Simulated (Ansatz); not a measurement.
A nudged elastic band was laid between two geometries of C3H10BNO (16 atoms, charge 0, multiplicity 1).

Theory: RKS PBE/6-31G* in Ansatz.

```yaml
movable_images: 9
climbing_image: yes
spring: 5.0 eV/Å²
optimiser: quadratic models (default)
start_path: through a guess of the saddle point
force_threshold: 0.05 eV/Å
iteration_limit: 60
end_points: relaxed
```

Image 0:

```xyz
16
Properties=species:S:1:pos:R:3
C -1.321 -0.736 -1.217
C 0.102 -0.130 -1.180
B 0.682 -0.041 0.300
N 1.515 -1.065 0.795
C 0.356 1.200 1.258
O -0.776 2.010 0.878
H -1.713 -0.801 -2.248
H -1.342 -1.752 -0.787
H -2.039 -0.123 -0.642
H 0.061 0.885 -1.618
H 0.763 -0.735 -1.832
H 1.887 -1.082 1.744
H 1.828 -1.851 0.229
H 1.221 1.892 1.208
H 0.292 0.905 2.333
H -1.539 1.402 0.823
```

Image 10:

```xyz
16
Properties=species:S:1:pos:R:3
C -1.358 -0.533 -1.294
C 0.159 -0.256 -1.194
B 0.695 -0.075 0.295
N 1.588 -1.021 0.835
C 0.308 1.181 1.214
O -1.040 1.687 1.077
H -1.681 -0.671 -2.341
H -1.643 -1.447 -0.741
H -1.930 0.312 -0.876
H 0.375 0.671 -1.761
H 0.713 -1.065 -1.713
H 1.964 -0.965 1.781
H 1.952 -1.812 0.304
H 0.952 2.030 0.907
H 0.553 1.011 2.290
H -1.632 0.931 1.261
```

Q: Which bonds break or form, and what moves?

A: No bond is made or broken. The height of N4 over the plane of its neighbours goes from -0.01 to -0.01 Å.

Q: What energy profile does the band end with?

A: The run converged. The highest image is number 0 of 0 to 10, 0.000 eV above the first end and 0.005 eV above the last; the last end lies 0.005 eV below the first. The highest image is an end point: on this band no image between the ends rises above it.

| image | path coordinate (Å) | energy (eV) | height of N4 over the plane of its neighbours (Å) |
| --- | --- | --- | --- |
| 0 | 0.00 | 0.000 | -0.01 |
| 1 | 0.12 | 0.000 | -0.01 |
| 2 | 0.26 | 0.000 | -0.01 |
| 3 | 0.40 | -0.001 | -0.01 |
| 4 | 0.54 | -0.001 | -0.01 |
| 5 | 0.68 | -0.002 | -0.01 |
| 6 | 0.82 | -0.003 | -0.01 |
| 7 | 0.96 | -0.004 | -0.01 |
| 8 | 1.10 | -0.004 | -0.01 |
| 9 | 1.24 | -0.004 | -0.01 |
| 10 | 1.38 | -0.005 | -0.01 |

The band took 21 iterations and about 16 core-minutes.

Time of the run: 8.3 min on 2 threads of Arm Neoverse V1, with other jobs on the host, peak memory 0.17 GiB.
